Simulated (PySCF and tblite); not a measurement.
Values are calculated unless marked as measured or tabulated.
System: C₆H₁₂N₂, numbered as in [CH3:1][C@@:2]1([NH2:3])[CH2:4][C:5]12[CH2:6][NH:7][CH2:8]2.

The path came from a restrained scan, a climbing-image band and a saddle search at GFN2-xTB; energies are B3LYP/pcSseg-1 + D3(BJ)//GFN2-xTB, thermal terms GFN2-xTB. Rate constants are transition-state-theory values, counting equivalent paths, without tunnelling. Programs: tblite and PySCF.

(1) How high is the barrier to the pyramidal inversion at N7, through which structure does it pass, and what rate follows at 298 K?

Results:

(1) The electronic barrier is 5.4 kcal/mol and ΔG‡(298 K) 4.4 kcal/mol, over a C1 saddle with an imaginary mode of 658i cm⁻¹ (GFN2-xTB). With 1 equivalent path, k is 3.7×10⁹ s⁻¹, a mean lifetime of the start of 270 ps against this motion. The end lies 0.5 kcal/mol above the start in free energy.
